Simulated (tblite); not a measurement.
C5H7FO3.
Numbering: `[CH3:1][CH2:2][C@@H:3]1[O:4][C:5](=[O:6])[O:7][C@@H:8]1[F:9]` (hydrogens: H10, H11, H12 on C1; H13, H14 on C2; H15 on C3; H16 on C8)

Computed with GFN2-xTB (tblite), gas phase: nudged elastic band of 9 images (0 to 8), spring 0.2 eV/Å², climbing image at the end, force threshold 0.05 eV/Å. The top image wasn't refined or checked by frequencies; at this threshold it can lie a kcal/mol or more above the true saddle point of the method.

The band describes a rotation about C2–C3 (chain CH2 carbon, sp3 carbon bound to oxygen), followed by the dihedral C1–C2–C3–C8, from the optimised start (178°) to a second optimised geometry at -72°.

**Question.** Give the energy profile along the converged band.

**Answer.** 
| image | dihedral (°) | E (eV) | C2–C3 (Å) | C1···C8 (Å) | largest true force (eV/Å) |
| --- | --- | --- | --- | --- | --- |
| 0 | 178 | 0.000 | 1.526 | 3.92 | 0.01 |
| 1 | -169 | 0.019 | 1.528 | 3.92 | 0.04 |
| 2 | -155 | 0.068 | 1.533 | 3.89 | 0.05 |
| 3 | -141 | 0.124 | 1.539 | 3.84 | 0.05 |
| 4 | -127 | 0.162 | 1.543 | 3.75 | 0.04 |
| 5 | -113 | 0.164 | 1.544 | 3.64 | 0.04 |
| 6 | -99 | 0.130 | 1.542 | 3.50 | 0.06 |
| 7 | -85 | 0.081 | 1.537 | 3.35 | 0.05 |
| 8 | -72 | 0.055 | 1.534 | 3.25 | 0.01 |

Barriers of this band. The top is image 5 at -113°: 0.164 eV forward and 0.109 eV back; the end lies 0.055 eV above the start. The central bond is 0.018 Å longer at the top than at the start.

**Question.** What rate follows at 298 K for crossing this barrier forward?

**Answer.** Taking the electronic barrier for the free energy of activation (no zero-point or entropy terms, transmission 1), rate = (kT/h)·exp(−ΔE/kT) ≈ 1 × 10^10 s⁻¹, whose inverse is 1 × 10^-10 s. An error of 1 kcal/mol in the barrier changes this by a factor of 5, and the method and the loose band can each miss by that much or more.

**Question.** How would the two end points share their population at 298 K, from these energies alone?

**Answer.** exp(−ΔE/kT) with ΔE = 0.055 eV gives 0.12 for the higher one (end) against 1 for the lower, without vibrational, rotational or degeneracy terms. GFN2-xTB can put conformers this close in the wrong order.

**Question.** How long is the path, and how are the images spaced?

**Answer.** Cartesian distances between aligned neighbours (all atoms, Å): 0.65, 0.64, 0.65, 0.65, 0.63, 0.66, 0.65, 0.66; the sum is 5.18 Å, and the top lies 62 % of the way along.

The cost below is that of the whole band run. Time: 2.4 s of wall time; peak memory 0.18 GiB. Hardware: Arm Neoverse V2, one thread, shared host.
